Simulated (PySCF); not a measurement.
WO₂Br, doublet: structure and spectrum

Method: UPBE0/[W def2-TZVP with ECP60, O def2-TZVP, Br def2-TZVP], scalar-relativistic core potentials, density fitting, no spin–orbit coupling, PySCF.

The structure is a minimum.

```
Point group                                                                   : Cs
Bond lengths                                                                  : W–Br 2.420 Å, W–O 1.698 Å (×2)
Bond angles                                                                   : Br–W–O 119.9° (×2), O–W–O 110.5°
Entropy at 298.15 K and 1 bar (electronic part: spin only)                    : 341.9 J/(mol K)
Rotational symmetry number                                                    : 1
Principal quadrupole moments (Buckingham, traceless) about the centre of mass : -4.27, -3.36, 7.63 D Å
Zero-point energy                                                             : 17.4 kJ/mol
Lowest empty level (β)                                                        : -3.86 eV
Enthalpy at 298.15 K above 0 K                                                : 16.01 kJ/mol
Highest occupied level (α)                                                    : -7.83 eV
Spin squared ⟨S²⟩                                                             : 0.760
Heat capacity Cp at 298.15 K                                                  : 66.2 J/(mol K)
Principal polarisabilities                                                    : 49.5, 57.1, 77.5 bohr³
Dipole moment                                                                 : 2.45 D
Atomisation energy without zero-point energy                                  : 1743 kJ/mol
Rotational constants                                                          : 0.2501, 0.04211, 0.03684 cm⁻¹
```

Harmonic modes (masses in u: W 183.951, O 15.995, Br 78.918):
| symmetry | ω (cm⁻¹) | IR (km/mol) | μ (u) | type |
| --- | --- | --- | --- | --- |
| a' | 86 | 16.4 | 21.15 | bend |
| a'' | 140 | 2.5 | 20.47 | bend |
| a' | 254 | 14.2 | 41.43 | mixed |
| a' | 360 | 12.0 | 21.81 | bend |
| a'' | 1006 | 185 | 17.78 | stretch |
| a' | 1058 | 97.4 | 16.89 | stretch |

Charges (e):
```csv
atom,Mulliken,Löwdin,polar tensor,spin (Mulliken),Mayer order to W1
W1,1.21,0.47,1.73,1.14,–
"O2,3",-0.45,-0.28,-0.66,-0.05,2.11
Br4,-0.31,0.08,-0.41,-0.03,1.08
```

Mulliken populations on W1 (electrons outside its core potential): s 2.60, p 6.33, d 3.73, f 0.13.

Formally W is in oxidation state +5, d1, with 1 unpaired electron. The Mulliken spin on W is 1.14. The polar-tensor charge on W, 1.73, is far below the formal one.

Only a few start shapes were tried, so a lower isomer may exist. Other spin states or occupations of the open shell can lie lower. No spin–orbit coupling is included, which matters more the heavier the element.

The final relaxation and frequency run took 3.5 min on 4 threads of a shared Arm Neoverse V1 host, with 150 basis functions and 17 gradients; the process peaked at 1.5 GiB.
